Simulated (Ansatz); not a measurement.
Species: CAu, charge 0, multiplicity 2. The spin state was set by rule; other spins were not relaxed. 
Coordinates optimised at B3LYP-D3(BJ)/def2-TZVP (Ansatz, an electronic-structure program):
SMILES: [C][Au]
```xyz
2

Au     0.0000     0.0000    -0.1327
C      0.0000     0.0000     1.7478
```
Charge 0, spin multiplicity 2.

Parts of the frozen-core correlation energy in def2-SVP (Ansatz, hartree). Frozen orbitals: 5; correlated occupied orbitals by spin: 8 and 7; virtual: 33 and 34. UHF or UKS for open shells. No spin-orbit coupling. In def2 rows, elements after Kr have scalar-relativistic effective core potentials.

| term | value |
|---|---|
| reference (HF) | -172.43835 |
| MP2 opposite-spin | … |
| MP2 same-spin | -0.12046 |
| CCSD correlation | … |
| (T) | … |
| CCSDT minus CCSD(T) | -0.00158 |
| T1 diagnostic | 0.093 |
| largest doubles amplitude | 0.064 |
| <S^2> of the reference | 1.297 |

**Question.** Some entries are withheld; supply them.

**Answer.** 
- MP2 opposite-spin, value: -0.24359
- CCSD correlation, value: -0.37511
- (T), value: -0.01485
